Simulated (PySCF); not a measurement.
Species: C6H9BOSi.
SMILES: `[SiH3]OB1C=CC=CC=C1`

Level: B3LYP/def2-SVPD in PySCF, non-relativistic, on one gas-phase PBE0-D3(BJ)/def2-SVP geometry that isn't relaxed in the solvent. The solvent is an IEF-PCM continuum (cavity from Bondi-type radii × 1.2), and excitations are vertical TDDFT with non-equilibrium linear response and a frozen core. The model holds no explicit solvent molecules, cavitation or dispersion.

Gas-phase singlets (H = HOMO, L = LUMO):

```json
{"state": "S1", "E (eV)": "4.278", "λ (nm)": "290", "f": "0.120", "leading configuration": "H→L 96%"}
{"state": "S2", "E (eV)": "4.604", "λ (nm)": "269", "f": "0.066", "leading configuration": "H→L+1 70%"}
{"state": "S3", "E (eV)": "4.701", "λ (nm)": "264", "f": "0.000", "leading configuration": "H-1→L 97%"}
{"state": "S4", "E (eV)": "5.469", "λ (nm)": "227", "f": "0.000", "leading configuration": "H-1→L+1 98%"}
{"state": "S5", "E (eV)": "5.931", "λ (nm)": "209", "f": "0.007", "leading configuration": "H→L+2 93%"}
```

Question: What are the lowest 5 singlets in chloroform (ε = 4.711)?

Answer: 
| state | E (eV) | λ (nm) | f | leading configuration | change by rank (eV) |
| --- | --- | --- | --- | --- | --- |
| S1 | 4.210 | 294 | 0.168 | H→L 97% | -0.068 |
| S2 | 4.581 | 271 | 0.100 | H→L+1 73% | -0.023 |
| S3 | 4.713 | 263 | 0.000 | H-1→L 97% | +0.012 |
| S4 | 5.471 | 227 | 0.000 | H-1→L+1 97% | +0.002 |
| S5 | 5.881 | 211 | 0.948 | H-2→L 70% | -0.050 |

Question: The ground-state energy changes by -0.076 eV from gas to chloroform. By how much does the total energy of gas-phase S1 change?

Answer: E(S1) = E(S0) + excitation energy, so it changes by -0.076 − 0.068 = -0.144 eV: it is lowered more than the ground state, which is what a red shift means. This is the vertical state, with the slow part of the continuum still set for S0.

Question: How do the frontier levels move from gas to chloroform?

Answer: 
```tsv
orbital	gas (eV)	solvent (eV)	change (eV)
LUMO+2	0.09	0.09	0.00
LUMO+1	-1.27	-1.23	+0.04
LUMO	-2.14	-2.09	+0.05
HOMO	-6.61	-6.58	+0.03
HOMO-1	-7.91	-7.89	+0.02
HOMO-2	-8.04	-8.00	+0.04
HOMO-3	-8.85	-8.86	-0.01
```

The HOMO–LUMO gap goes from 4.47 to 4.49 eV.

Conformer computed: `[SiH3:1][O:2][B:3]1[CH:4]=[CH:5][CH:6]=[CH:7][CH:8]=[CH:9]1`: Si1–O2–B3–C4 3°.
